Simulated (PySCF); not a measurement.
# What a mistake does to a calculation on AlBH4N2

These are calculations, not measurements. They come from PySCF 2.14.0, an open-source quantum chemistry program, on an isolated molecule that a program drew, which may never have been made. The molecule is AlBH4N2 (charge 0, singlet), drawn as the SMILES string `B[N]=[Al][NH2]`.

Each row is a Hartree-Fock (HF) and frozen-core CCSD(T) single point in the cc-pV(D+d)Z basis, meant for a local HF minimum. Run 1 is clean. Each other run has one planted mistake out of seven kinds, and not every kind appears here: one electron removed, one electron added, multiplicity raised by two, geometry at a saddle point, minimal basis STO-3G, one bond length entered in bohr, all coordinates scaled. The reference is restricted for singlets and unrestricted otherwise, and also for a bond in bohr. Adding or removing an electron swaps singlet and doublet. Electrons count all cores. HOMO and LUMO are orbital energies over both spins, the gradient is its largest component, and the lowest frequency (negative if imaginary) is given only where the gradient is small. Bond lengths are over the 7 bonds as drawn. T1 is the CCSD diagnostic: over 0.02 (restricted) or 0.045 (unrestricted) a single reference is doubtful.

Geometry of the clean run:
```xyz
8
AlBH4N2, angstrom
B     0.9198   -0.2641    0.4881
N     0.5620    0.6608   -0.4833
Al    0.1434    1.7424   -1.6169
N    -0.3059    2.9036   -2.8345
H     2.0348   -0.2769    0.9743
H     0.1327   -1.0989    0.8923
H    -1.2071    2.9606   -3.2705
H     0.2995    3.6117   -3.2054
```

| run | electrons | basis functions | <S^2> | HOMO (eV) | LUMO (eV) | gradient (hartree/bohr) | lowest frequency (cm^-1) | mean bond (Å) | longest bond (Å) | T1 | HF (hartree) | CCSD(T) (hartree) | mistake |
|---|---|---|---|---|---|---|---|---|---|---|---|---|---|
| 1 | 36 | 85 | 0.000 | -8.33 | 1.44 | 3.1e-05 | 108 | 1.3128 | 1.741 | 0.0190 | -377.85049 | -378.37749 | no fault |
| 2 | 37 | 85 | 0.850 | 0.19 | 7.03 | 5.1e-02 | - | 1.3128 | 1.741 | 0.0260 | -377.81917 | -378.36489 | one electron added |
| 3 | 36 | 85 | 2.021 | -5.35 | 0.70 | 8.9e-02 | - | 1.3128 | 1.741 | 0.0259 | -377.78502 | -378.28128 | multiplicity raised by two |
| 4 | 36 | 85 | 0.579 | -6.54 | 1.09 | 2.6e-02 | - | 1.4675 | 2.299 | 0.0585 | -377.74027 | -378.26851 | ? |
| 5 | 35 | 85 | 0.764 | -16.70 | -5.45 | 6.6e-02 | - | 1.3128 | 1.741 | 0.0328 | -377.61100 | -378.09285 | ? |

**Which mistake was planted in run 4, and what did it cost?**

The mean bond changes by a factor of 1.118 and the longest by 1.321, so the molecule wasn't scaled as a whole. A length L in bohr read as angstrom grows by (1/0.5292 - 1) L = 0.890 L. The 7 bonds together grew by 7 x 0.1547 = 1.083 Å, which gives L = 1.217 Å. That is the length of one of the B-H bonds, 1.216 Å in the clean geometry. So the mistake is: one bond length entered in bohr. Subtracting run 1 and multiplying by 627.51 kcal/mol a hartree, the energy moved by 69.2 kcal/mol in HF and 68.4 kcal/mol in CCSD(T).

**Which mistake was planted in run 5, and what did it cost?**

It counts 35 electrons, one fewer than the clean run, at the same geometry and basis. So the mistake is: one electron removed. Subtracting run 1 and multiplying by 627.51 kcal/mol a hartree, the energy moved by 150.3 kcal/mol in HF and 178.6 kcal/mol in CCSD(T).

Cautions from the logs. Run 2: the HOMO is above zero, so the electron isn't bound and the energy depends on the basis; run 4: T1 is over the limit, so its CCSD(T) energy is less reliable.
